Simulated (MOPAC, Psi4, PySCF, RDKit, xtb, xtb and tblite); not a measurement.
Two geometries of C₅H₇BO₂S, SMILES OB(O)Cc1cccs1, relaxed at GFN2-xTB with one dihedral held; other torsions can differ between them too.

Structure A

```
16

O     -2.0465     1.3703    -0.2951
B     -2.0817     0.0361    -0.0464
O     -3.1341    -0.4616     0.6253
C     -0.9310    -0.9903    -0.5264
C     -0.3119    -1.6778     0.6424
C     -0.6145    -2.8889     1.1782
C      0.1541    -3.2031     2.3240
C      1.0318    -2.2248     2.6500
S      0.9348    -0.8918     1.5617
H     -1.2814     1.7117    -0.7541
H     -3.7794     0.1938     0.8940
H     -1.3742    -1.7503    -1.1719
H     -0.1560    -0.4753    -1.0983
H     -1.3653    -3.5396     0.7676
H      0.0546    -4.1219     2.8744
H      1.7360    -2.1923     3.4571
```

Structure B

```
16

O     -2.0797     1.3736    -0.3356
B     -2.1191     0.0517    -0.0474
O     -3.1917    -0.4436     0.5977
C     -0.9436    -0.9836    -0.4485
C      0.4051    -0.3617    -0.4955
C      1.4284    -0.4815     0.3909
C      2.5604     0.3004     0.0580
C      2.3876     1.0163    -1.0777
S      0.8320     0.7452    -1.7722
H     -1.3031     1.6876    -0.8020
H     -3.8662     0.2071     0.7980
H     -0.9302    -1.8144     0.2561
H     -1.1883    -1.3989    -1.4299
H      1.3805    -1.1159     1.2579
H      3.4621     0.3217     0.6436
H      3.0678     1.6854    -1.5651
```

Q: Which is lower in energy at the level PBE0-D3(BJ)/def2-SVP // GFN2-xTB in Psi4, and by how much?

A: B is lower, by 3.47 kcal/mol (dihedral O1–B2–C4–C5: 120° in A, 30° in B).

E(B) − E(A) in kcal/mol at the other levels, on the same two geometries: GFN2-xTB (xtb and tblite) -1.70; PBE0/def2-SVP // GFN2-xTB (Psi4) -3.28; PBE/def2-SVP // GFN2-xTB (Psi4) -3.31; PBE-D3(BJ)/def2-SVP // GFN2-xTB (Psi4) -3.55; UFF // GFN2-xTB (RDKit) 4.22; PM3, restricted, heats of formation // GFN2-xTB (MOPAC) -0.41; AM1, restricted, heats of formation // GFN2-xTB (MOPAC) -1.53; GFN1-xTB // GFN2-xTB (xtb) -2.25; restricted B3LYP/6-31G*, spherical d, density fitting // GFN2-xTB (PySCF) -2.99; restricted MP2 (frozen core)/6-31G*, spherical d // GFN2-xTB (PySCF) -2.78; restricted B3LYP/6-311+G**, spherical d, density fitting // GFN2-xTB (PySCF) -2.41; restricted M06-2X/6-31G*, spherical d, density fitting // GFN2-xTB (PySCF) -3.30.
